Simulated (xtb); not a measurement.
H₄GeO₄, charge -1, doublet, geometry from GFN2-xTB (a state made from the parent by changing its charge; the spin is typed, not shown lowest); GFN2-xTB with ALPB(cs2) (xtb 6.7.1).

The xtb input:
```
$ xtb mol.xyz --gfn 2 --chrg -1 --uhf 1 --alpb cs2 --json

# file mol.xyz
9

O      0.48967851     1.35799753    -0.98453359
Ge     0.09061734    -0.24082060    -0.04391532
O     -1.12653518     0.33448439     1.29316952
O     -1.42526134    -0.85147881    -1.34349784
O      1.78408963    -0.10212726     1.16960110
H     -0.20776662     1.41946446    -1.63101439
H     -0.56105738     0.62372796     2.00360483
H     -2.17725180    -0.82672429    -0.75779832
H      2.27054805     0.57878436     0.71258474
```

Q: What does xtb print? Leave out banner, timings and long lists.

A: 
```
   ID    Z sym.   atoms
    1    8 O      1, 3-5
    2   32 Ge     2
    3    1 H      6-9

           -------------------------------------------------
          |                Calculation Setup                |
           -------------------------------------------------

           -------------------------------------------------
          |                 G F N 2 - x T B                 |
           -------------------------------------------------

      * Solvation model:               ALPB
        Solvent                        cs2
        Parameter file                 internal GFN2-xTB/ALPB
        Dielectric constant                2.6400E+00
        Reference state                gsolv [1 M gas/solution]
        Free energy shift                  4.9805E-03 Eh       3.1253E+00 kcal/mol
        Temperature                        2.9815E+02 K
        Density                            1.2600E+00 kg/L
        Solvent mass                       7.6140E+01 g/mol
        Interaction kernel             P16
        Born radius scaling (c1)           1.3548E+00
        Born radii integrator          GBOBC
        Born offset                        0.0000E+00 a0       0.0000E+00 AA
        H-bond correction              false
        Ion screening                  false
        Surface tension                    1.0000E-05 Eh       1.5569E+01 dyn/cm
        Grid points                               230 per atom

          ...................................................
          :                      SETUP                      :
          :.................................................:
          :  # basis functions                  30          :
          :  # atomic orbitals                  29          :
          :  # shells                           15          :
          :  # electrons                        33          :
          :  max. iterations                   250          :
          :  Hamiltonian                  GFN2-xTB          :
          :  restarted?                      false          :
          :  GBSA solvation                   true          :
          :  PC potential                    false          :
          :  electronic temp.          300.0000000     K    :
          :  accuracy                    1.0000000          :
          :  -> integral cutoff          0.2500000E+02      :
          :  -> integral neglect         0.1000000E-07      :
          :  -> SCF convergence          0.1000000E-05 Eh   :
          :  -> wf. convergence          0.1000000E-03 e    :
          :  Broyden damping             0.4000000          :
          :  net charge                         -1          :
          :  unpaired electrons                  1          :
          ...................................................

 iter      E             dE          RMSdq      gap      omega  full diag
   1    -20.0722440 -0.200722E+02  0.649E+00    5.11       0.0  T
   2    -20.0525180  0.197260E-01  0.827E+00    7.37       1.0  T
   3    -20.5934988 -0.540981E+00  0.407E+00    6.97       1.0  T
   4    -20.6144798 -0.209810E-01  0.148E+00    6.24       1.0  T
   5    -20.6460313 -0.315515E-01  0.343E-01    6.72       1.0  T
   6    -20.6460168  0.145453E-04  0.203E-01    6.73       1.0  T
   7    -20.6461367 -0.119961E-03  0.343E-02    6.72       1.0  T
   8    -20.6461404 -0.362323E-05  0.197E-02    6.71       1.7  T
   9    -20.6461449 -0.457101E-05  0.186E-03    6.71      18.0  T
  10    -20.6461450 -0.378882E-07  0.637E-04    6.71      52.3  T
  11    -20.6461450 -0.307924E-08  0.493E-05    6.71     675.8  T

   *** convergence criteria satisfied after 11 iterations ***

         :::::::::::::::::::::::::::::::::::::::::::::::::::::
         ::                     SUMMARY                     ::
         :::::::::::::::::::::::::::::::::::::::::::::::::::::
         :: total energy             -20.572285558891 Eh    ::
         :: total w/o Gsasa/hb       -20.568441438101 Eh    ::
[...]
        12        2.0000           -0.3681757             -10.0186
        13        2.0000           -0.3594717              -9.7817
        14        2.0000           -0.3558315              -9.6827
        15        2.0000           -0.3480109              -9.4699
        16        2.0000           -0.3418602              -9.3025
        17        1.0000           -0.2559537              -6.9649 (HOMO)
        18                         -0.0092139              -0.2507 (LUMO)
        19                          0.0340873               0.9276
        20                          0.0876385               2.3848
        21                          0.1876535               5.1063
        22                          0.2036310               5.5411
        23                          0.2247593               6.1160
        24                          0.2794105               7.6031
        25                          0.2862187               7.7884
        26                          0.3205510               8.7226
        27                          0.4459932              12.1361
        28                          0.8017412              21.8165
        29                          1.0154234              27.6311
      -------------------------------------------------------------
                  HL-Gap            0.2467397 Eh            6.7141 eV
             Fermi-level           -0.2157454 Eh           -5.8707 eV

     #   Z          covCN         q      C6AA      α(0)
     1   8 O        1.565    -0.597    25.152     6.767
     2  32 Ge       2.834     0.430   209.784    28.207
     3   8 O        1.565    -0.597    25.152     6.767
     4   8 O        1.457    -0.655    26.738     6.969
     5   8 O        1.457    -0.655    26.738     6.969
     6   1 H        0.813     0.280     0.783     1.389
     7   1 H        0.813     0.280     0.783     1.389
     8   1 H        0.807     0.257     0.865     1.461
     9   1 H        0.807     0.257     0.865     1.461

 Mol. C6AA /au·bohr⁶  :       1439.899992
 Mol. C8AA /au·bohr⁸  :      57432.189573
 Mol. α(0) /au        :         61.379575

Wiberg/Mayer (AO) data.
largest (>0.10) Wiberg bond orders for each atom

 ---------------------------------------------------------------------------
     #   Z sym  total        # sym  WBO       # sym  WBO       # sym  WBO
 ---------------------------------------------------------------------------
     1   8 O    2.004 --     2 Ge   0.925     6 H    0.906
     2  32 Ge   3.345 --     1 O    0.925     3 O    0.925     4 O    0.726
                             5 O    0.726
     3   8 O    2.004 --     2 Ge   0.925     7 H    0.906
     4   8 O    1.846 --     8 H    0.923     2 Ge   0.726
     5   8 O    1.846 --     9 H    0.923     2 Ge   0.726
     6   1 H    0.922 --     1 O    0.906
     7   1 H    0.922 --     3 O    0.906
     8   1 H    0.934 --     4 O    0.923
     9   1 H    0.934 --     5 O    0.923
 ---------------------------------------------------------------------------

Topologies differ in total number of bonds
Writing topology from bond orders to xtbtopo.mol

molecular dipole:
                 x           y           z       tot (Debye)
 q only:       -0.014       0.036       0.007
   full:       -0.110       0.292       0.053       0.806
molecular quadrupole (traceless):
                xx          xy          yy          xz          yz          zz
 q only:       -2.033      -1.268       3.210      -4.529      -0.846      -1.176
  q+dip:       -1.375      -0.847       2.895      -4.501      -0.859      -1.520
   full:       -1.235      -0.574       2.482      -4.575      -1.037      -1.247

           -------------------------------------------------
          | TOTAL ENERGY              -20.572285558891 Eh   |
          | GRADIENT NORM               0.003247617479 Eh/α |
          | HOMO-LUMO GAP               6.714130093851 eV   |
           -------------------------------------------------

normal termination of xtb
```
